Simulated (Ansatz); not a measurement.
Zn2O2. The state is a triplet with charge 0. Geometry PBE0-D4/def2-SVP; atoms count from 1.

```
atom   x (Å)   y (Å)   z (Å)
 Zn1  -0.314  -1.433  -0.785
 Zn2   1.292   0.574  -0.877
  O3  -0.885  -0.066   0.854
  O4  -0.092   0.925   0.808
```

The structure holds one bond between oxygen atoms, so isomers without such links may lie far lower. The structure comes from a short search, and lower isomers may exist.

Problem. Estimate the Mulliken populations from the PBE0/def2-TZVP orbitals of Ansatz.

Solution. 
| atom | charge (e) | spin (α − β) | d electrons |
| --- | --- | --- | --- |
| Zn1 | 0.18 | 0.35 | 10.02 |
| Zn2 | 0.18 | 0.35 | 10.02 |
| O3 | -0.18 | 0.65 | – |
| O4 | -0.18 | 0.65 | – |
Mulliken values depend strongly on the basis.

Problem. Where does the spin sit?

Solution. Summed by element: Zn 0.70, O 1.30, of 2 unpaired in all. Largest on single atoms: O3 0.65, O4 0.65, Zn1 0.35.

Problem. And the Mayer bond orders between heavy atoms (over 0.3)?

Solution. Zn1–Zn2 0.71 (2.57 Å); Zn1–O3 0.33 (2.21 Å); Zn2–O4 0.33 (2.21 Å); O3–O4 1.36 (1.27 Å).
